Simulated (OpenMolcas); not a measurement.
Cr2+: moving the ligands

Cr2+ with 6 ligands (fluoride) in octahedral coordination (Oh) at 2.11 Å. A charge of +0.667 e stands 3.2 Å behind each ligand. Ligand basis ANO-RCC-VDZP.

```
Program             : OpenMolcas
Method              : SS-CASPT2, IPEA 0.25 Eh, imaginary shift 0.1 Eh (closed shells correlated: 3s 3p and the ligand valence shells)
Basis               : ANO-RCC-VDZP [5s4p2d1f]
Scalar Hamiltonian  : DKH2, point nucleus
Active space        : 4 electrons in 5 orbitals (3d)
State averaging     : 2S+1 = 5 even, 5 roots; 2S+1 = 3 even, 45 roots; 2S+1 = 1 even, 50 roots
Spin-orbit coupling : state interaction with AMFI integrals over the reference wave functions
```

Runs around this geometry, states (labels of O, the rotations of Oh). Energies in cm-1 above the lowest state or level, χT in cm3 K/mol.

| R (Å) | Ground state | First state of that spin | First gap with spin-orbit (degeneracies) | χT at 300 K | First state of another spin |
| --- | --- | --- | --- | --- | --- |
| 2.07 | 5E | 5T2 9410 | 6 (1, 3) | 2.960 | 3T1 11330 |
| 2.11 | 5E | 5T2 8310 | 6 (1, 3) | 2.954 | 3T1 12190 |
| 2.24 | 5E | 5T2 5860 | 7 (1, 3) | 2.931 | 3T1 14350 |

Taking the first state of the same spin as R^-n, n = -ln(5860 / 9410) / ln(2.24 / 2.07) = 6.0 between the shortest and longest distance.

Roots that are degenerate in the reference are averaged as groups; the widest CASPT2 spread within a group is 260 cm-1 (the 3-fold group of multiplicity 1 near 26800 cm-1 above the lowest state of its run, R = 2.24). Shifts and gaps below about the spread of the groups concerned are not significant. Over all roots computed the reference weight is 0.70 to 0.72 in R = 2.07, 0.70 to 0.72 in R = 2.11, 0.70 to 0.71 in R = 2.24; a low but even weight reflects the number of correlated electrons. An orbital doublet at a regular site is open to a Jahn-Teller distortion, which this geometry leaves out. Ligand-to-metal charge-transfer states are missing. These CASPT2 states fit no ligand-field parameters well, so their order and spin gaps are uncertain. With no ligand orbital active B as a rule stays too high, so bands that hang on it stand too high and its fall with covalency is understated. With one d shell and no ligand orbital active, 10Dq can be off by tens of per cent for divalent 3d ions, low with halides held by bare charges and at times high in hosts. Free-ion shares, where given, are those of the reference states; single-state CASPT2 does not remix them. No measured value stands beside these numbers; the geometry is a model, was not optimised and need not be the one that this ion takes.
